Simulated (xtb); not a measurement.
xtb input (GFN2-xTB):

```bash
xtb mol.xyz --gfn 2 --ohess tight --chrg -1 --uhf 0
```
mol.xyz:
```
9

B      0.16404893    -0.54001106     0.17308811
C      1.49763132     0.28157752    -0.14205145
C     -1.23558397     0.24945877     0.25651974
H      0.22467018    -1.69774159     0.26753155
H      2.41234905    -0.39106985    -0.20140915
H      1.40868266     0.81142659    -1.10978163
H     -1.44055498     0.77291086    -0.73554216
H     -1.13837642     1.00008602     1.09956911
H     -1.99257883    -0.45653988     0.46110994
```

Output:

```
           -------------------------------------------------
          |                Calculation Setup                |
           -------------------------------------------------

           -------------------------------------------------
          |                 G F N 2 - x T B                 |
           -------------------------------------------------

        Reference                      10.1021/acs.jctc.8b01176
      * Hamiltonian:
        H0-scaling (s, p, d)           1.850000    2.230000    2.230000
        zeta-weighting                 0.500000
      * Dispersion:
        s8                             2.700000
        a1                             0.520000
        a2                             5.000000
        s9                             5.000000
      * Repulsion:
        kExp                           1.500000    1.000000
        rExp                           1.000000
      * Coulomb:
        alpha                          2.000000
        third order                    shell-resolved
        anisotropic                    true
        a3                             3.000000
        a5                             4.000000
        cn-shift                       1.200000
        cn-exp                         4.000000
        max-rad                        5.000000

          ...................................................
          :                      SETUP                      :
          :.................................................:
          :  # basis functions                  18          :
          :  # atomic orbitals                  18          :
          :  # shells                           12          :
          :  # electrons                        18          :
          :  max. iterations                   250          :
          :  Hamiltonian                  GFN2-xTB          :
          :  restarted?                      false          :
          :  GBSA solvation                  false          :
          :  PC potential                    false          :
          :  electronic temp.          300.0000000     K    :
          :  accuracy                    1.0000000          :
          :  -> integral cutoff          0.2500000E+02      :
          :  -> integral neglect         0.1000000E-07      :
          :  -> SCF convergence          0.1000000E-05 Eh   :
          :  -> wf. convergence          0.1000000E-03 e    :
          :  Broyden damping             0.4000000          :
          :  net charge                         -1          :
          :  unpaired electrons                  0          :
          ...................................................

 iter      E             dE          RMSdq      gap      omega  full diag
   1     -8.3362483 -0.833625E+01  0.820E+00    6.03       0.0  T
   2     -7.9424176  0.393831E+00  0.112E+01    3.19       1.0  T
   3     -8.7131292 -0.770712E+00  0.458E+00    3.30       1.0  T
   4     -8.7515541 -0.384249E-01  0.166E+00    2.89       1.0  T
   5     -8.7426560  0.889813E-02  0.116E+00    3.14       1.0  T
   6     -8.7519111 -0.925512E-02  0.329E-01    2.92       1.0  T
[...]

     #   Z          #   Z                                           value/Å
     1   5 B        2   6 C                                       1.4331332 (max)
     1   5 B        4   1 H                                       1.2190524
     2   6 C        5   1 H                                       1.0976273
     2   6 C        6   1 H                                       1.0971350
     3   6 C        7   1 H                                       1.0941348 (min)
     3   6 C        8   1 H                                       1.0982382
     3   6 C        9   1 H                                       1.0981934

 * 3 distinct bonds (by element types)

   Z      Z             #   av. dist./Å        max./Å        min./Å
   1 H    5 B           1     1.2190524     1.2190524     1.2190524
   1 H    6 C           5     1.0970658     1.0982382     1.0941348
Molecule has the following symmetry elements: (sigma)
It seems to be the Cs point group
   5 B    6 C           1     1.4331332     1.4331332     1.4331332

           -------------------------------------------------
          |               Frequency Printout                |
           -------------------------------------------------
 projected vibrational frequencies (cm⁻¹)
eigval :       -0.00    -0.00    -0.00     0.00     0.00     0.00
eigval :      123.99   322.84   493.43   723.72   758.49   767.65
eigval :      837.39   877.50   964.91  1065.83  1374.75  1417.34
eigval :     1551.60  1555.91  1575.22  2149.05  2824.65  2862.27
eigval :     2865.73  2890.45  2938.24
 reduced masses (amu)
   1:  8.69   2:  6.90   3:  9.98   4:  8.93   5:  9.95   6:  7.17   7:  2.20   8:  6.78
   9:  3.19  10:  3.90  11:  3.76  12:  6.57  13:  1.84  14:  4.02  15:  5.88  16:  3.82
  17:  2.97  18:  6.33  19:  1.67  20:  1.87  21:  5.82  22:  1.78  23:  2.00  24:  1.52
  25:  1.92  26:  1.67  27:  1.50
 IR intensities (km·mol⁻¹)
   1:  1.42   2:  4.93   3: 26.82   4: 20.96   5: 25.27   6:  2.79   7:  0.28   8:  1.70
   9: 14.18  10: 22.31  11: 10.36  12:  4.50  13:  0.96  14: 72.78  15: 28.86  16: 85.08
  17: 17.52  18:183.20  19:  7.73  20: 11.76  21: 12.83  22:644.80  23:460.33  24:346.33
  25:253.77  26:165.28  27:146.08
 Raman intensities (Ä⁴*amu⁻¹)
   1:  0.00   2:  0.00   3:  0.00   4:  0.00   5:  0.00   6:  0.00   7:  0.00   8:  0.00
   9:  0.00  10:  0.00  11:  0.00  12:  0.00  13:  0.00  14:  0.00  15:  0.00  16:  0.00
  17:  0.00  18:  0.00  19:  0.00  20:  0.00  21:  0.00  22:  0.00  23:  0.00  24:  0.00
  25:  0.00  26:  0.00  27:  0.00
 output can be read by thermo (or use thermo option).
 writing <g98.out> molden fake output.
 recommended (thermochemical) frequency scaling factor: 1.0
           -------------------------------------------------
          |             Thermodynamic Functions             |
           -------------------------------------------------

cs  symmetry found (for desy threshold:  0.10E+00) used in thermo

          ...................................................
          :                      SETUP                      :
          :.................................................:
          :  # frequencies                          21      :
          :  # imaginary freq.                       0      :
          :  linear?                             false      :
          :  only rotor calc.                    false      :
          :  symmetry                               cs      :
          :  rotational number                       1      :
          :  scaling factor                  1.0000000      :
          :  rotor cutoff                   50.0000000 cm⁻¹ :
          :  imag. cutoff                  -20.0000000 cm⁻¹ :
          :.................................................:

    mode    ω/cm⁻¹     T·S(HO)/kcal·mol⁻¹    T·S(FR)/kcal·mol⁻¹   T·S(vib)
   ------------------------------------------------------------------------
       1    123.99    -0.90555 ( 97.42%)    -0.78668 (  2.58%)    -0.90249
   ------------------------------------------------------------------------

   temp. (K)  partition function   enthalpy   heat capacity  entropy
                                   cal/mol     cal/K/mol   cal/K/mol   J/K/mol
 298.15  VIB   3.54                 1141.354      9.266      6.332
         ROT  0.176E+05              888.752      2.981     22.411
         INT  0.625E+05             2030.106     12.247     28.743
         TR   0.253E+27             1481.254      4.968     37.035
         TOT                        3511.3603    17.2150    65.7777   275.2139

       T/K    H(0)-H(T)+PV         H(T)/Eh          T*S/Eh         G(T)/Eh
   ------------------------------------------------------------------------
    298.15    0.559571E-02    0.760844E-01    0.312531E-01    0.448313E-01
   ------------------------------------------------------------------------

         :::::::::::::::::::::::::::::::::::::::::::::::::::::
         ::                  THERMODYNAMIC                  ::
         :::::::::::::::::::::::::::::::::::::::::::::::::::::
Note: The following floating-point exceptions are signalling: IEEE_UNDERFLOW_FLAG IEEE_DENORMAL
normal termination of xtb
         :: total free energy          -8.649042251578 Eh   ::
         ::.................................................::
         :: total energy               -8.693873564526 Eh   ::
         :: zero point energy           0.070488713127 Eh   ::
         :: G(RRHO) w/o ZPVE           -0.025657400179 Eh   ::
         :: G(RRHO) contrib.            0.044831312948 Eh   ::
         :::::::::::::::::::::::::::::::::::::::::::::::::::::

optimized geometry written to: xtbopt.xyz

           -------------------------------------------------
          | TOTAL ENERGY               -8.693873564526 Eh   |
          | TOTAL ENTHALPY             -8.617789142607 Eh   |
          | TOTAL FREE ENERGY          -8.649042251578 Eh   |
          | GRADIENT NORM               0.000160128806 Eh/α |
          | HOMO-LUMO GAP               5.147111039343 eV   |
           -------------------------------------------------

------------------------------------------------------------------------
------------------------------------------------------------------------
 total:
 SCF:
 ANC optimizer:
 analytical hessian:
```

It need not be the lowest isomer of its formula. Whether it binds its extra electron was not tested at this geometry.
